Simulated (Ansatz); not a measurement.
`C[CH2][Sn][F]` + HCl → `C[CH2][Sn][Cl]` + H–F at 400 K and 1 bar (ligand exchange at the Sn–F bond).

Isolated molecules relaxed with PBE0-D4/def2-TZVP in Ansatz; ΔE leaves out vibrations. CBS: MP2 limit from def2 TZ/QZ plus the TZ coupled-cluster correction, frozen cores. This one scheme is used for every species. Elements past krypton have def2 core potentials. For Sn outer-core shells are correlated without core-valence functions, which leaves a few kJ/mol of doubt a bond. Each species was taken in one conformer, which may not be the lowest.

```json
{"species": "`C[CH2][Sn][F]`", "CCSD(T)/CBS energy (Eh)": "-392.96747", "H − E (kJ/mol)": "200.3", "S (J/(mol·K))": "373.6"}
{"species": "HCl", "CCSD(T)/CBS energy (Eh)": "-460.38127", "H − E (kJ/mol)": "29.6", "S (J/(mol·K))": "195.4"}
{"species": "`C[CH2][Sn][Cl]`", "CCSD(T)/CBS energy (Eh)": "-752.96755", "H − E (kJ/mol)": "199.9", "S (J/(mol·K))": "384.5"}
{"species": "H–F", "CCSD(T)/CBS energy (Eh)": "-100.39570", "H − E (kJ/mol)": "36.5", "S (J/(mol·K))": "182.2"}
```

H − E and S are ideal-gas, rigid-rotor, harmonic terms from PBE0-D4/def2-TZVP, for one conformer and one mirror image of each species. 1 Eh = 2625.50 kJ/mol, R = 8.31446 J/(mol·K).

**Question.** By hand: ΔE, ΔH, ΔS and ΔG.

**Answer.** ΔE = (-752.96755) + (-100.39570) − (-392.96747) − (-460.38127) = -0.01451 Eh = -38.1 kJ/mol. Δ(H − E) = 199.9 + 36.5 − 200.3 − 29.6 = 6.5, so ΔH = -31.6 kJ/mol. ΔS = 384.5 + 182.2 − 373.6 − 195.4 = -2.3 J/(mol·K). ΔG = -31.6 − 400 × (-2.3)/1000 = -30.7 kJ/mol.

**Question.** By hand: the equilibrium constant, and the temperature at which ΔG would vanish if ΔH and ΔS stayed fixed.

**Answer.** log₁₀ K = −ΔG/(RT ln 10) = 4.0. ΔG = 0 at ΔH/ΔS = 13739 K, far beyond where these terms or the molecules hold.

The number of gas molecules stays the same, so ΔS is small and ΔH decides. A doubt of 5 kJ/mol in ΔE shifts log₁₀ K by 0.7 here. Other conformers and mirror images would add mixing entropy, several J/(mol·K) or more a flexible species. Modes under 60 cm⁻¹, often nearly free rotors, make the harmonic entropy too high. These are equilibria of isolated gas molecules and say nothing of rates. Largest T1 diagnostic: 0.015 (customary marks: 0.02 for closed shells, 0.045 for open ones).
